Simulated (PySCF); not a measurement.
These 2 structures share the formula C6H8B2. Method: PySCF, PBE0-D3(BJ)/def2-SVP geometry optimisation, gas phase. Energies are electronic, without zero-point or thermal terms, for one conformer each. No frequencies were run at this level. Point groups hold within 0.08 Å.

Task: Order them by energy at this level, lowest first, and give relative energies in kcal/mol.
A. `BC1=CBC=CC=C1`
B. `[CH2:1]=[CH:2][B:3]1[CH:4]=[CH:5][BH:6][CH:7]=[CH:8]1` with C1–C2–B3–C4 176°

Result: A (0.0), B (0.9).

Neighbours under 2.5 kcal/mol apart (BC1=CBC=CC=C1 and C=CB1C=CBC=C1) can change places with a better method, another conformer or zero-point energy.

```json
{"SMILES": "BC1=CBC=CC=C1", "E (Eh)": "-282.54444", "E rel (kcal/mol)": "0.0", "dipole (D)": "2.04", "point group": "Cs", "A, B, C (MHz)": "3668, 1891, 1248"}
{"SMILES": "C=CB1C=CBC=C1", "E (Eh)": "-282.54309", "E rel (kcal/mol)": "0.9", "dipole (D)": "1.73", "point group": "near Cs", "A, B, C (MHz)": "4258, 1477, 1097"}
```

Task: How do the relative energies change in single points at PBE0/pcSseg-1 (no added dispersion term) on the same geometries?

Result: 
```json
{"SMILES": "BC1=CBC=CC=C1", "PBE0-D3(BJ)/def2-SVP (kcal/mol)": "0.0", "PBE0/pcSseg-1 (kcal/mol)": "0.2", "shift": "+0.2"}
{"SMILES": "C=CB1C=CBC=C1", "PBE0-D3(BJ)/def2-SVP (kcal/mol)": "0.9", "PBE0/pcSseg-1 (kcal/mol)": "0.0", "shift": "-0.9"}
```

Each column counts from its own lowest isomer. C=CB1C=CBC=C1 becomes the lowest; the largest shift is 0.9 kcal/mol.
